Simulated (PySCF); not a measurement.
A calculated (HSE06, PySCF 2.14, dyall-av2z, the non-relativistic Hamiltonian (point nucleus)) atom or ion has these occupied shells.

```tsv
shell	electrons	orbital energy (eV)	rms radius, mean of both spins (bohr)
1s α	1	-10145.4	0.0572
1s β	1	-10145.4	0.0572
2s α	1	-1251.5	0.240
2s β	1	-1251.5	0.240
2p α	3	-1107.4	0.213
2p β	3	-1107.3	0.213
3s α	1	-150.80	0.711
3s β	1	-150.78	0.711
3p α	3	-103.55	0.742
3p β	3	-103.51	0.742
3d α	5	-22.620	0.915
3d β	5	-22.570	0.915
4s α	1	-9.616	2.58
4s β	1	-8.865	2.58
4p α	1	-3.408	3.71
```

**Question.** Name the element and its charge.

**Answer.** Ga (gallium, neutral), in [Ar] 3d10 4s2 4p1, 2P determinant.
